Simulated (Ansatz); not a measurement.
**Match the barriers**

Saddle point of AlH4Cl2OF, singlet (AlHCl₂ ([Cl][AlH][Cl]) + H₂O + HF → AlHCl₂O ([OH][Al]([Cl])[Cl]) + HF + H₂; bonds formed: H2–H7, H5–F8; dative contacts that become bonds: Al1–O6; bonds broken: Al1–H2, H5–O6, H7–F8), PBE0-D4/def2-TZVP structure:

```xyz
9
angstrom
Al -0.7989 0.3919 -0.4007
H -0.9377 -0.8492 0.8062
Cl -1.3975 -0.4548 -2.2170
Cl -1.8023 2.0266 0.4097
H 1.3125 -0.1917 0.4866
O 1.0000 0.5514 -0.3561
H -0.0556 -0.9527 1.0893
F 1.1764 -0.9776 1.3506
H 1.5032 0.4562 -1.1686
```

Computed with Ansatz 0.2.0 (basis: def2-TZVPP, with def2-QZVPP for the basis limit); correlated methods freeze the cores. Extrapolation: Hartree–Fock as exp(−7.88 √X), correlation as X^−2.97. Four methods, as single points on the PBE0-D4 structures, gave these electronic barriers from the start structure: 5.63, 9.22, 11.96, 22.77 kcal/mol.

Problem. The methods were, in alphabetical order, CCSD(T), HF, PBE-D4, PBE0-D4. Which gave which? (A judgement: the text doesn't fix the answer.)

Solution. By the calculation: PBE-D4 5.63; PBE0-D4 9.22; CCSD(T) 11.96; HF 22.77 kcal/mol. For comparison, CCSD(T) at an estimated basis limit (MP2 extrapolated from triple and quadruple zeta, plus CCSD(T) − MP2 in triple zeta) gives 12.17 kcal/mol.

The T1 diagnostic stays at or below 0.011.

Labels in which every atom is bracketed show which atoms are joined, not bond orders.

For scale, one of the runs: CCSD(T)/def2-TZVPP, 244 basis functions, launched by `ansatz run in.yaml --threads 8 --pin off --events-out ev --progress --plain --max-ram 19148MiB`. Hardware: 8 CPU threads of an Intel Xeon Platinum 8488C, shared host. Wall time 44 s; peak host memory 4.7 GiB.
